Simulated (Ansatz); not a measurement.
Forces away from equilibrium

CHNOTe (SMILES O=C1N[Te]1), singlet, displaced at random from a GFN2-xTB minimum.

```xyz
5
angstrom
O -1.4008 -0.3620 1.0221
C -0.4955 -0.1201 0.3604
N 0.7172 0.1907 0.0818
Te -0.2936 0.6115 -1.7724
H 1.4722 -0.2831 0.3307
```

Program: Ansatz 0.2.0. Basis: def2-TZVPP. Cores are frozen in the correlated methods. Filled d shells of the heavier atoms are correlated. Core potentials replace the inner electrons of the atoms past krypton. The def2 sets are not built for correlating such inner shells, so the correlated values are less sure here.

CCSD(T) forces from the calculation:
| atom | Fx | Fy | Fz (eV/Å) |
| --- | --- | --- | --- |
| O1 | -2.055 | -1.135 | 2.200 |
| C2 | 1.110 | 1.035 | -1.393 |
| N3 | -3.527 | 2.665 | -1.139 |
| Te4 | 0.333 | 0.137 | -0.856 |
| H5 | 4.139 | -2.702 | 1.187 |

(1) Which atom feels the largest CCSD(T) force, and how large is it?

T1 diagnostic: at most 0.016. These are differences at one structure, and CCSD(T) in triple zeta is itself an approximation.

Results:

(1) H5, 5.08 eV/Å, along (0.81, -0.53, 0.23).

Root-mean-square difference of the force components from those of CCSD(T): PBE0-D4 0.316; wB97M-V 0.363; r2SCAN-D4 0.141; PBE-D4 0.252; SPW92 0.343; LC-wPBE 0.483 eV/Å.

For scale, one of the runs: CCSD(T)/def2-TZVPP forces, 157 basis functions (an equivalent command: `ansatz run in.yaml --threads 4`). Hardware: 4 CPU threads, shared host. Wall time 3.4 min; peak host memory 2.5 GiB.
